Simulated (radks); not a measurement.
Problem. Species: Zr30+. Configuration: [Ne]. All-electron calculation, non-relativistic Kohn-Sham, PBE, spin-polarised, spherical densities, point nucleus; relativity is left out, which matters for an element this heavy. Program: a radial shooting solver on a logarithmic mesh with Libxc functionals. Some entries of the table are withheld. Estimate them.

orbital  occ.  eigenvalue (hartree)  <r> (bohr)  r(max) (bohr)
1s          2             -699.0883         (1)        0.02521
2s          2             -142.5544      0.1639            (2)
2p          6                   (3)         (4)            (5)

Solution. 
(1) 1s <r> (bohr): 0.03812
(2) 2s r(max) (bohr): 0.1399
(3) 2p eigenvalue (hartree): -136.0333
(4) 2p <r> (bohr): 0.1403
(5) 2p r(max) (bohr): 0.1100
